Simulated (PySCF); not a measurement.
# UHF on Nb⁺ (niobium, charge +1)

Configuration: [Kr] 4d4, high-spin 5D determinant. Calculation: PySCF 2.14, in aug-cc-pVTZ-DK; the spin-free X2C one-electron Hamiltonian (Gaussian nucleus).

```
Total energy                                                  : -3816.911568 hartree
One-electron energy                                           : -5261.5362 hartree
Hartree (Coulomb) energy                                      : 1562.4493 hartree
Exchange energy                                               : -117.8246 hartree
⟨S²⟩                                                          : 6.0046
⟨L²⟩                                                          : 6.071
Sum of ⟨r⟩                                                    : 27.29 bohr
Sum of ⟨r²⟩                                                   : 38.56 bohr²
Traceless quadrupole moment −½Σ⟨3z² − r²⟩ along its main axis : -1.80 e·bohr²
Langevin diamagnetic susceptibility                           : -30.5 ×10⁻⁶ cm³/mol
```

| shell | electrons | mean orbital energy (hartree) | spread (hartree) | rms radius, mean of both spins (bohr) |
| --- | --- | --- | --- | --- |
| 1s β | 1 | -701.59432 | 0 | 0.0415 |
| 1s α | 1 | -701.59244 | 0 | 0.0415 |
| 2s α | 1 | -101.04664 | 0 | 0.171 |
| 2s β | 1 | -101.02607 | 0 | 0.171 |
| 2p α | 3 | -90.04956 | 0.00078 | 0.152 |
| 2p β | 3 | -90.02954 | 0.00538 | 0.152 |
| 3s α | 1 | -18.21776 | 0 | 0.471 |
| 3s β | 1 | -18.20774 | 0 | 0.471 |
| 3p α | 3 | -14.51624 | 0.00807 | 0.478 |
| 3p β | 3 | -14.50328 | 0.01130 | 0.478 |
| 3d α | 5 | -8.46078 | 0.02659 | 0.473 |
| 3d β | 5 | -8.42760 | 0.01357 | 0.473 |
| 4s α | 1 | -2.96712 | 0 | 1.25 |
| 4s β | 1 | -2.81404 | 0 | 1.25 |
| 4p α | 3 | -1.93232 | 0.02522 | 1.41 |
| 4p β | 3 | -1.71504 | 0.04368 | 1.41 |
| 4d α | 4 | -0.53511 | 0.04107 | 2.20 |

Densities and radii are taken from the X2C orbitals without a picture-change correction, which distorts them close to the nucleus.

Spin-orbit constants ζ (cm⁻¹) from the X2C one-electron operator on these orbitals: bare nucleus, nucleus screened by l(l+1)(2l+1)/3 electrons, and screened by the Breit-Pauli mean field of the electrons.

```
shell    bare  screened nucleus  mean field
   2p  523300            497800         n/a
   3p   85640             81460         n/a
   3d   11910              9007         n/a
   4p   10250              9751         n/a
   4d   686.4             519.0         n/a
```

To first order the Landé constant is A = 129.7 cm⁻¹, so the lowest level has J = 0 and lies 0.0965 eV below the centre of the term. This holds in LS coupling only.
